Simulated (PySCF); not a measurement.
**Checking a proposed structure**

A compound C3H11NO2Si3 gives the data below (simulated from a calculation) and was assigned the structure `C/C(C=O)=N\[SiH2][SiH2]O[SiH3]`.

¹³C{¹H} NMR (computed): δ 211.0 (CH), 75.8 (CH), 18.9 (CH2).

¹H NMR (400 MHz, computed): δ 10.02 (d, 1H), 5.32 (m, 1H), 5.17 (m, 1H), 5.07 (m, 1H), 5.02 (m, 1H), 4.73 (s, 3H), 4.12 (m, 1H), 1.31 (m, 1H), 0.59 (m, 1H).

Computed data (PySCF 2.14.0 with density-fitted response routines): shielding tensors at PBE0/pcSseg-1 (GIAO), structure optimised with GFN2-xTB. Equivalent nuclei averaged, a single conformation, isolated molecule, no relativistic terms.

Scale: ¹H and ¹³C vs TMS (reference shieldings calculated alike).

(1) Compare with the shifts computed for the proposed structure, pairing carbons in order of shift.

(2) Which isomer fits?

## Answers

(1) Atoms are numbered as in `[CH3:1]/[C:2]([CH:3]=[O:4])=[N:5]\[SiH2:6][SiH2:7][O:8][SiH3:9]` (H(Xn): hydrogen on atom n).

```
atom  computed for proposal  given list  difference
  C3                  198.7       211.0       -12.3
  C2                  186.2        75.8      +110.4
  C1                   19.2        18.9        +0.3
```

The rms difference is 64.1 ppm and the largest +110.4 ppm at C2 (C=N carbon). The carbon types in order of shift don't match either: CH, C, CH3 for the proposal against CH, CH, CH2 in the data. The proposal doesn't fit.

(2) SMILES N1([SiH3])[SiH2]C[C@H](C=O)O[SiH2]1.

1. Carbon types of the structure: 2 × CH, 1 × CH2, leaving 7 H on heteroatoms.
2. δC 211.0: aldehyde carbonyl carbon; low-lying n→π* states of the double bond to the heteroatom give a large paramagnetic term (-274 ppm).
3. δC 75.8: sp3 CH bonded to O, α to a carbonyl; pulled downfield by the heteroatom.
4. δH 10.02: hydrogen on an aldehyde carbonyl carbon; deshielded by the polar, anisotropic C=O bond.
5. δH 4.12: hydrogen on an sp3 CH bonded to O, α to a carbonyl; its carbon carries O, which withdraws density.

Other isomers checked: CC(=O)C(=O)[SiH2]N([SiH3])[SiH3] (rms 76.8 ppm).

The data come from this structure; uniqueness wasn't tested.

Shifts are as computed. Against solution values, carbons near 30 ppm lie about +3 ppm off and those near 130 ppm about +5 ppm. Of 1309 compounds with measured shifts, 239 miss one by over three times the rms of a fit or turn the order of signals round; such compounds aren't used in these exercises. No couplings were computed; multiplicities are counted from neighbouring protons, with m where these are inequivalent, close in shift, in a saturated or five-membered ring or joined by F or P, and br s for small geminal =CH2 splittings.
